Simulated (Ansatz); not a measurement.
Reaction (germylene loss): `C[S][GeH3]` → CH₃SH + `[GeH2]`

Computed with Ansatz on PBE0-D4/def2-TZVP structures; ΔE is electronic, products minus reactants. CBS: MP2 limit from def2 TZ/QZ plus the TZ coupled-cluster correction, frozen cores. This one scheme is used for every species. Functionals use def2-TZVPP. HSE06 is defined as in plane-wave codes. For Ge outer-core shells are correlated without core-valence functions, which leaves a few kJ/mol of doubt a bond. Scalar relativity is left out up to krypton.

Is it downhill or uphill in electronic energy at CCSD(T)/CBS, and by how much? (Estimate.)

Ansatz gave: Uphill: ΔE = +51.0 kcal/mol.

What do these levels give: LDA (SPW92), BLYP-D4, HSE06-D4, BHLYP-D4, PBE-QIDH, revPBE, r2SCAN0, BHLYP, CAM-B3LYP, SCS-MP2/def2-TZVPP, CCSD(T)/def2-TZVPP, MP2/def2-QZVPP? (Best estimate.)

The calculation gave: LDA (SPW92) 58.6, BLYP-D4 44.6, HSE06-D4 52.9, BHLYP-D4 49.9, PBE-QIDH 55.6, revPBE 44.7, r2SCAN0 54.4, BHLYP 47.0, CAM-B3LYP 47.4, SCS-MP2/def2-TZVPP 52.2, CCSD(T)/def2-TZVPP 51.5, MP2/def2-QZVPP 55.7 kcal/mol.

Largest T1 diagnostic among the species: 0.012.

From PBE to PBE0 (25 % exact exchange), in def2-TZVPP and without D4, ΔE moves by +2.4 kcal/mol. Leaving LDA and LC-ωPBE aside and taking each functional with its dispersion term where it has one, the values spread over 11.0 kcal/mol, from BLYP-D4 to PBE-QIDH. LDA lies +9.8 kcal/mol from PBE without D4.
